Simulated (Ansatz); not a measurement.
This triplet is an excited state, 1.85 eV above the relaxed singlet at the level frozen-core CCSD(T)/cc-pVTZ // B3LYP-D3(BJ)/def2-TZVP (Ansatz, a first-principles code).

Species: H2GeO, SMILES `[OH][GeH]` (excited triplet; H–O–Ge–H torsion 102°) (charge 0, multiplicity 3).

Q: Give a relaxed geometry from Ansatz with B3LYP-D3(BJ)/def2-TZVP.

A: One answer among several that fit: the end point of this relaxation, one of several conformers (outside a Z-matrix the atoms follow the SMILES, hydrogens last).
Z-matrix (Å, degrees):
```
Ge
O 1 1.8049
H 2 0.9646 1 112.22
H 1 1.5738 2 113.64 3 102.42
```
